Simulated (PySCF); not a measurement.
**How methods differ on the excitation energy of Al⁺**

Al⁺ [Ne] 3s2 (1S) → Al⁺ [Ne] 3s1 3d1 (3D), as a difference of total energies. Calculation: PySCF 2.14, in x2c-TZVPPall with one added diffuse shell each of s, p, d type (6s6p4d1f, 51 functions); the spin-free X2C one-electron Hamiltonian (Gaussian nucleus). Correlated levels: valence: [Ne] frozen. The calculations carry no spin-orbit coupling.

```csv
method,excitation energy (eV)
UHF,10.847
MP2 (valence),11.498
SCS-MP2 (valence),11.715
CCSD (valence),11.751
```

Errors of the correlated levels include the incompleteness of this basis and the frozen core.

With two correlated electrons CCSD is exact in that space.

Q: Which method comes closest to the reference value, and which is furthest?

A: The reference is 11.847 eV (measured; NIST levels, between the centres of gravity of the two terms). Closest: CCSD (valence) (error -0.096 eV); furthest: UHF (error -1.000 eV).
